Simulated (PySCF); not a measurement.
Cd(SiH3)(GeH3) (CdGeH₆Si), SMILES [SiH3][Cd][GeH3].

Coordinates come from a B3LYP-D3(BJ)/def2-SVP optimisation. The structure was generated by enumeration; whether it is a known compound was not checked. The def2 effective core potentials stand for the cores of Cd; spin–orbit coupling is left out.

Computed with B3LYP-D3(BJ)/def2-SVP (PySCF).

Frequencies are harmonic and unscaled.

A small imaginary wavenumber (i) marks a very flat motion, where grid noise or a shallow saddle decides the sign.

Modes within 1.5 cm⁻¹ of each other (mostly degenerate sets) share a row, with their intensities summed.

| mode | ν (cm⁻¹) | IR (km/mol) | Raman (Å⁴/amu) | depolarisation | moving atoms (share of kinetic energy) |
|---|---|---|---|---|---|
| 1 | 20i | 0.0 | 0.0 | – | H 100 % |
| 2–3 | 64 | 6.1 | 0.5 | 0.75 | Cd 42 %, Si 31 %, Ge 14 %, H 13 % |
| 4 | 188 | 0.9 | 53.4 | 0.24 | Ge 60 %, Si 21 %, Cd 15 % |
| 5 | 291 | 17.6 | 23.1 | 0.25 | Si 56 %, Cd 34 % |
| 6–7 | 372 | 3.6 | 1.4 | 0.75 | H 95 % |
| 8–9 | 432 | 15.3 | 2.4 | 0.75 | H 88 %, Si 9 % |
| 10 | 784 | 635.2 | 4.1 | 0.73 | H 96 % |
| 11 | 864 | 218.8 | 7.0 | 0.01 | H 92 % |
| 12–13 | 891 | 64.8 | 60.2 | 0.75 | H 99 % |
| 14–15 | 948 | 82.7 | 54.2 | 0.75 | H 98 % |
| 16 | 2079 | 163.1 | 408.0 | 0.01 | H 100 % |
| 17–18 | 2089 | 267.6 | 412.8 | 0.75 | H 98 % |
| 19 | 2182 | 115.8 | 333.9 | 0.00 | H 99 % |
| 20–21 | 2192 | 205.6 | 362.1 | 0.75 | H 96 % |
